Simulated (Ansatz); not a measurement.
`N[Si](F)(Cl)Cl` + CH₃OH → `CO[Si](N)(F)Cl` + HCl at 700 K and 1 bar (ligand exchange at the Si–Cl bond).

Calculated with Ansatz (gas phase, PBE0-D4/def2-TZVP geometries, no zero-point term in ΔE). CBS: MP2 limit from def2 TZ/QZ plus the TZ coupled-cluster correction, frozen cores. This one scheme is used for every species. One conformer a species, not always the lowest.

| species | CCSD(T)/CBS energy (Eh) | H − E (kJ/mol) | S (J/(mol·K)) |
| --- | --- | --- | --- |
| `N[Si](F)(Cl)Cl` | -1364.55198 | 154.2 | 448.3 |
| CH₃OH | -115.61712 | 170.8 | 288.5 |
| `CO[Si](N)(F)Cl` | -1019.79558 | 283.2 | 519.5 |
| HCl | -460.38127 | 38.4 | 211.8 |

H − E and S are ideal-gas, rigid-rotor, harmonic terms from PBE0-D4/def2-TZVP, for one conformer and one mirror image of each species. 1 Eh = 2625.50 kJ/mol, R = 8.31446 J/(mol·K).

Q: By hand: ΔE, ΔH, ΔS and ΔG.

A: ΔE = (-1019.79558) + (-460.38127) − (-1364.55198) − (-115.61712) = -0.00775 Eh = -20.3 kJ/mol. Δ(H − E) = 283.2 + 38.4 − 154.2 − 170.8 = -3.4, so ΔH = -23.7 kJ/mol. ΔS = 519.5 + 211.8 − 448.3 − 288.5 = -5.5 J/(mol·K). ΔG = -23.7 − 700 × (-5.5)/1000 = -19.8 kJ/mol.

Q: By hand: the equilibrium constant, and the temperature at which ΔG would vanish if ΔH and ΔS stayed fixed.

A: log₁₀ K = −ΔG/(RT ln 10) = 1.5. ΔG = 0 at ΔH/ΔS = 4309 K, far beyond where these terms or the molecules hold.

The number of gas molecules stays the same, so ΔS is small and ΔH decides. A doubt of 5 kJ/mol in ΔE shifts log₁₀ K by 0.4 here. Other conformers and mirror images would add mixing entropy, several J/(mol·K) or more a flexible species. These are equilibria of isolated gas molecules and say nothing of rates. Largest T1 diagnostic: 0.010 (customary marks: 0.02 for closed shells, 0.045 for open ones).
